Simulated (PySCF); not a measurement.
Input file for PySCF: R-MP2/6-31G* on CH3F2Ga (SMILES [CH3][Ga]([F])[F]), a point of a torsion scan.

```python
from pyscf import gto, scf, dft, mp
from pyscf.data.elements import chemcore

mol = gto.M(
    atom='''
    C    -1.00232780   -0.09771670   -0.00200911
    Ga    1.01138573    0.10067467   -0.06302595
    F     2.14103455   -0.69943482    1.01028407
    F     1.87973220    1.10515943   -1.20623657
    H    -1.35620500    0.23165712    0.97232092
    H    -1.25408373   -1.14597688   -0.14594382
    H    -1.42405272    0.51493216   -0.79481484
    ''',
    basis='6-31g*',
    cart=True,
    charge=0, spin=0, verbose=3, max_memory=1800)
mf = scf.RHF(mol)
mf.conv_tol = 1e-8
mf.max_cycle = 100
mf.kernel()
if not mf.converged:
    mf = mf.newton().run(mf.mo_coeff, mf.mo_occ)
pt = mp.MP2(mf, frozen=chemcore(mol)).run()
```

Q: Predict the final total energy.

A: -2162.2777 hartree.
